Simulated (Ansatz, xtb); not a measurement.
**CH9BNP: which of two isomers lies lower**

Structure X is `C[NH2+][BH2-]P`, a singlet and structure Y is `C[B@H-]([NH3+])P`, a singlet. Both are isolated molecules in the gas phase, relaxed with B3LYP/def2-SVP; the shapes shown needn't be the lowest conformers.

X (Å):

```yaml
atoms:
  - { symbol: C, position_ang: [-0.1790, 0.2167, -1.7919] }
  - { symbol: B, position_ang: [1.5474, -0.2760, 0.1384] }
  - { symbol: N, position_ang: [0.2363, -0.7289, -0.7312] }
  - { symbol: P, position_ang: [1.9890, -1.6283, 1.5117] }
  - { symbol: H, position_ang: [-0.3984, 1.1872, -1.3287] }
  - { symbol: H, position_ang: [0.6577, 0.3488, -2.4898] }
  - { symbol: H, position_ang: [-1.0648, -0.1470, -2.3349] }
  - { symbol: H, position_ang: [-0.5331, -0.8840, -0.0729] }
  - { symbol: H, position_ang: [0.4351, -1.6494, -1.1344] }
  - { symbol: H, position_ang: [2.4609, -0.1690, -0.6650] }
  - { symbol: H, position_ang: [1.2494, 0.7853, 0.6640] }
  - { symbol: H, position_ang: [0.6774, -1.8378, 2.0643] }
  - { symbol: H, position_ang: [1.9203, -2.8152, 0.7017] }
```

Y (Å):

```tsv
atom	x (Å)	y (Å)	z (Å)
C	-0.2213	-2.4497	-1.1112
B	-0.0802	-1.3035	-2.2396
N	1.1243	-0.2747	-1.7241
P	-1.6945	-0.1111	-2.3441
H	0.7298	-2.9862	-0.9241
H	-0.5802	-2.0760	-0.1327
H	-0.9448	-3.2159	-1.4362
H	0.3262	-1.6998	-3.3222
H	1.3203	0.4559	-2.4131
H	0.8558	0.1926	-0.8517
H	1.9947	-0.7878	-1.5563
H	-2.6913	-1.1300	-2.3012
H	-1.7981	0.0777	-3.7576
```

Energies in hartree; the thermal terms are from B3LYP/def2-SVP harmonic frequencies (ideal gas, rigid rotor, one conformer each, 298.15 K, 1 atm) and include the zero-point energy:

|  | X | Y |
| --- | --- | --- |
| E, CCSD(T)/def2-SVP | −463.422161 | −463.436585 |
| E, MP2/def2-SVP | −463.339185 | −463.355501 |
| E, MP2/def2-TZVPP | −463.726022 | −463.743129 |
| zero-point energy | 0.107794 | 0.107114 |
| H(298 K) − E | 0.115330 | 0.115233 |
| G(298 K) − E | 0.078107 | 0.076742 |

**Question.** Correct the CCSD(T) difference for the basis set by the MP2 change, then work out ΔE, ΔE₀, ΔH and ΔG for X → Y in kcal/mol (1 Eh = 627.51 kcal/mol) and the equilibrium ratio [Y]/[X].

**Answer.** 1. Differences Y − X: CCSD(T) −0.014424, MP2 in the small set −0.016316, MP2 in the large set −0.017107 Eh.
2. ΔE = −0.014424 + (−0.017107 − (−0.016316)) = −0.015215 Eh = −9.55 kcal/mol.
3. ΔE₀ = ΔE + ΔZPE = −0.015215 + (−0.000680) Eh = −9.97 kcal/mol.
4. ΔH = ΔE + (−0.000097) Eh = −9.61 kcal/mol.
5. ΔG = ΔE + (−0.001365) Eh = −10.40 kcal/mol, so ΔS = (ΔH − ΔG)/T = +11.2 J/(mol K).
6. kT = 0.9442 mEh, so K = [Y]/[X] = exp(−ΔG/kT) = exp(+17.56) ≈ 4.2 × 10^7.

Structure Y is favoured at this temperature. An error of 1 kcal/mol in ΔG would change K by a factor of 5.4. GFN2-xTB gave ΔE the other sign. Mirror images and further conformers aren't counted.

As drawn, Y has 1 C–B, 1 N–H in place of 1 C–N, 1 B–H.

Other levels gave ΔE = +5.9 (GFN2-xTB); −5.2 (HF/STO-3G, GFN2-xTB geometries); −10.3 (r2SCAN-D4/def2-SVP, GFN2-xTB geometries); −8.3 (B3LYP/def2-SVP); −8.2 (HF/def2-SVP); −10.2 (MP2/def2-SVP); −9.1 (CCSD(T)/def2-SVP) kcal/mol. The correlated steps freeze 8 core orbitals. Programs: Ansatz 0.2.0, xtb 6.7.1.
